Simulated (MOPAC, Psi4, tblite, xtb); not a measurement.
Dimer H6Si2 ··· H4N+ (SMILES [SiH3][SiH3] and [NH4+]) (charge +1), singlet at R = 4.57 Å between the centres of mass, closest contact 2.32 Å (lowest of the rigid-body minima from ten starts at GFN2-xTB). Geometry in Å and degrees:

```
Si
H 1 1.4832
H 1 1.4832 2 108.64
H 1 1.4832 2 108.64 3 118.01
Si 1 2.3443 2 110.30 4 121.00
H 5 1.4832 1 110.30 2 -59.11
H 5 1.4832 6 108.64 1 120.99
H 5 1.4832 6 108.63 7 118.01
H 3 2.3233 1 73.52 2 59.00
N 9 1.0250 3 143.22 1 180.00
H 10 1.0250 9 109.47 3 60.21
H 10 1.0250 11 109.47 9 120.00
H 10 1.0250 11 109.47 9 -120.00
```

GFN2-xTB (tblite); SAPT0/jun-cc-pVDZ, frozen core (Psi4); B3LYP/def2-TZVP, counterpoise-corrected (Psi4); B3LYP-D3(BJ)/def2-TZVP, counterpoise-corrected (Psi4); PBE/def2-TZVP, counterpoise-corrected (Psi4); PBE-D3(BJ)/def2-TZVP, counterpoise-corrected (Psi4); HF/aug-cc-pVDZ, counterpoise-corrected (Psi4); MP2/aug-cc-pVDZ = DF-MP2/aug-cc-pVDZ, frozen core, counterpoise-corrected (Psi4); SCS-MP2/aug-cc-pVDZ = DF-SCS-MP2/aug-cc-pVDZ, frozen core, counterpoise-corrected (Psi4); PM6, restricted, heats of formation (MOPAC); PM3, restricted, heats of formation (MOPAC); GFN1-xTB (xtb).

What interaction energy does each level give?


| method | E_int / kcal/mol |
|---|---|
| GFN2-xTB | -9.55 |
| PM3 | -7.57 |
| PBE-D3(BJ)/def2-TZVP | -7.23 |
| GFN1-xTB | -6.93 |
| PBE/def2-TZVP | -6.02 |
| B3LYP-D3(BJ)/def2-TZVP | -5.90 |
| MP2/aug-cc-pVDZ | -4.01 |
| B3LYP/def2-TZVP | -3.94 |
| SCS-MP2/aug-cc-pVDZ | -3.27 |
| SAPT0/jun-cc-pVDZ | -1.71 |
| HF/aug-cc-pVDZ | -0.92 |
| PM6 | 0.19 |
